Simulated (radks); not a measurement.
The numbers below are computed, except where a source is named.
Co4+, configuration [Ar] 3d5. Level of theory: Dirac Kohn-Sham, PBEsol, spin-unpolarised, spherical densities, point nucleus; open shells fill j = l - 1/2 first (a radial shooting solver on a logarithmic mesh with Libxc functionals). Some entries of the table are withheld. Estimate them.

orbital  occ.  eigenvalue (eV)  <1/r> (bohr^-1)  <r> (bohr)
1s1/2       2        -7646.083            27.01     0.05623
2s1/2       2        -960.9659            5.833         (1)
2p1/2       2              (2)            5.784      0.2229
2p3/2       4              (3)            5.672      0.2261
3s1/2       2        -162.2365            1.868      0.7609
3p1/2       2        -126.4278            1.752      0.7864
3p3/2       4        -124.4696            1.727      0.7949
3d3/2       4         -66.0089            1.457      0.8761
3d5/2       1         -65.7635            1.451      0.8791

Answer. 
(1) 2s1/2 <r> (bohr): 0.2555
(2) 2p1/2 eigenvalue (eV): -842.1916
(3) 2p3/2 eigenvalue (eV): -827.3976
